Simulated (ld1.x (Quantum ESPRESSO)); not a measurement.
Pt (Z = 78): ultrasoft pseudisation with PBEsol, scalar-relativistic reference atom.

```
Element                 : platinum (Pt)
Generator               : ld1.x (Quantum ESPRESSO) 7.5
Type                    : ultrasoft
Functional              : PBEsol
Relativity              : scalar-relativistic
Frozen core             : [Xe] 4f14
Valence charge          : 10
Reference configuration : 5d8 6s2 6p0
Partial waves           : 6s (bound): rcut 1.95, rcutus 2.05 bohr; 6s channel at 0.15 Ry: rcut 1.95, rcutus 2.05 bohr; 6p (bound, empty): rcut 1.95, rcutus 2.60 bohr; 6p channel at 0.6 Ry: rcut 1.95, rcutus 2.60 bohr; 5d (bound): rcut 1.45, rcutus 1.80 bohr; 5d channel at 0.5 Ry: rcut 1.45, rcutus 1.80 bohr
Local potential         : all-electron potential smoothed inside 2.10 bohr (lloc = -1)
Core correction         : none
Augmentation charge     : PSQ, radius 1.55 bohr
```

All-electron outer shells of the reference configuration (PBEsol, scalar-relativistic, ld1.x):

```
shell  level (eV)  outermost node (bohr)  outermost maximum (bohr)
   4f      -72.98                      –                      0.38
   5p      -58.61                   0.53                      0.98
   5d       -8.07                   0.57                      1.24
   6s       -6.55                   1.14                      2.32
   6p       -1.12                   1.35                      3.38
```

(1) Is a potential produced?

Answers

(1) No. ld1.x (Quantum ESPRESSO) 7.5 stopped with "chargeps: negative rho": the pseudo-density turned negative during the self-consistent test, most likely because a state had been found with a wrong node count and its wave set to zero before. Before that it printed "Warning: n=1, l=0 expected 0 nodes, found 1".
